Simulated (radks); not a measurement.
Results of a calculation; reference values are marked as such.
Species: F III. Configuration: [He] 2s2 2p3. Code: a radial shooting solver on a logarithmic mesh with Libxc functionals. Model: non-relativistic Kohn-Sham, PBE, spin-polarised, spherical densities, point nucleus; open shells are filled with parallel spins first.

Unscreened Slater integrals over Kohn-Sham orbitals (cm^-1). They are taken over the spin-up orbitals.

| integral | value |
|---|---|
| F0(2p,2p) | 228760 |
| F2(2p,2p) | 105370 |
| F0(2p,2s) | 222450 |
| G1(2p,2s) | 134700 |
| F0(2p,1s) | 322280 |
| G1(2p,1s) | 40035 |
| F0(2s,2s) | 218670 |
| F0(2s,1s) | 308790 |
| G0(2s,1s) | 24503 |
| F0(1s,1s) | 1170100 |

Derived for the open shells (J is the average intra-shell exchange parameter used in DFT+U). 2p: J = F2/5 = 21070 cm^-1.
